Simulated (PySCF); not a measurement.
In(Me)2 (C2H6In), SMILES [CH3][In+][CH3], charge +1. Heavy atoms are numbered as in [In+:1]([CH3:2])[CH3:6]. Hydrogens are named by the atom that carries them.

Geometry: B3LYP-D3(BJ)/def2-SVP. The multiplicity is an assumed one; other spin states were not compared. The isomer is the one that the SMILES or the coordinates give; other isomers of the formula were not compared. The def2 effective core potentials stand for the cores of In; spin–orbit coupling is left out.

All values below come from PBE/def2-TZVPD in PySCF.

Mulliken values depend strongly on the basis, most of all with diffuse functions as here. ESP charges are fitted to the potential on shells at 1.4 to 2.0 van der Waals radii. Atomic charges (e), one atom of each kind:

```json
[
 {"atom": "In1", "ESP fit": "…", "Mulliken": "0.96"},
 {"atom": "C2 (CH3)", "ESP fit": "…", "Mulliken": "-0.83"},
 {"atom": "H on C2", "ESP fit": "…", "Mulliken": "0.28"}
]
```

Question: Complete the blanks. (The exact figures need the calculation; the answer reports its results.)

Answer: 
- In1, ESP fit: 0.99
- C2 (CH3), ESP fit: -0.64
- H on C2, ESP fit: 0.22
